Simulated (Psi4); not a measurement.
A dimer, H4Si ··· Li+ (SMILES [SiH4] and [Li+]) (charge +1); the first 5 atoms form monomer A.

```
6

Si     0.0000     0.0000     0.0000
H     -0.4334     1.0630    -0.9347
H      1.1660    -0.7125    -0.5694
H     -1.1100    -0.9572     0.2076
H      0.3774     0.6068     1.2965
Li    -1.0433     2.5603    -2.2505
```

Problem. What interaction energy does SAPT0/jun-cc-pVDZ, all electrons correlated (Psi4) give, and which attractive term is the largest?

Solution. Total -38.53 kJ/mol: electrostatics -6.04, exchange 6.65, induction -39.04, dispersion -0.11. The most attractive term is induction.
